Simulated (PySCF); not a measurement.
Shifts of the heteroatoms

Geometry:
```tsv
atom	x (Å)	y (Å)	z (Å)
O1	2.181	1.723	0.479
Si2	2.339	0.301	-0.283
N3	1.019	-0.676	0.266
C4	-0.324	-0.460	0.133
C5	-0.863	0.676	-0.482
N6	-2.162	0.862	-0.609
C7	-2.959	-0.074	-0.123
N8	-2.573	-1.181	0.484
C9	-1.274	-1.372	0.611
H10	2.784	2.450	0.357
H11	2.281	0.486	-1.731
H12	3.526	-0.427	0.154
H13	1.231	-1.548	0.727
H14	-0.222	1.452	-0.877
H15	-4.024	0.082	-0.230
H16	-0.968	-2.285	1.112
```

How the numbers were obtained: PBE0/pcSseg-1 with gauge-including orbitals, structure optimised with GFN2-xTB, in PySCF 2.14 (a single conformation, gas phase, one averaged value for each set of equivalent atoms, non-relativistic Hamiltonian).

**Question.** Where does ²⁹Si resonate?

**Answer.** 
```json
{"atoms": "Si2", "environment": "silicon bonded to N, O, 2 H", "σ (ppm)": "389.9", "δ (ppm)": "-40.5"}
```

Shieldings were converted by a linear fit to measured shifts: ²⁹Si: δ = 279.94 − 0.822σ (rms 8.9 ppm, 72 shifts, 25.8 ppm with the 6 outliers that the fit left out vs TMS, solution or neat liquid). A few per cent of atoms miss by over 2 rms, more outside the fitted compound classes.

On a 300 MHz spectrometer ²⁹Si resonates near 59.6 MHz, so 1 ppm is 59.6 Hz.

**Question.** Where does ¹⁵N resonate?

**Answer.** 
| atoms | environment | σ (ppm) | δ (ppm) |
| --- | --- | --- | --- |
| N6/N8 | pyridine-type ring nitrogen | -67.6 | -85.8 |
| N3 | aniline-type nitrogen | 187.9 | -321.2 |

Shieldings were converted by a linear fit to measured shifts: ¹⁵N: δ = -148.07 − 0.921σ (rms 6.3 ppm, 71 shifts vs CH3NO2, solution or neat liquid). A few per cent of atoms miss by over 2 rms, more outside the fitted compound classes.

On a 400 MHz spectrometer ¹⁵N resonates near 40.5 MHz, so 1 ppm is 40.5 Hz.

**Question.** Predict the ¹⁷O NMR data.

**Answer.** 
```tsv
atoms	environment	σ (ppm)	δ (ppm)
O1	oxygen bonded to Si, H	305.0	-11.1
```

Shieldings were converted by a linear fit to measured shifts: ¹⁷O: δ = 266.70 − 0.911σ (rms 10.7 ppm, 155 shifts, 12.2 ppm with the 3 outliers that the fit left out vs liquid water, solution or neat liquid). A few per cent of atoms miss by over 2 rms, more outside the fitted compound classes.

On a 500 MHz spectrometer ¹⁷O resonates near 67.8 MHz, so 1 ppm is 67.8 Hz.
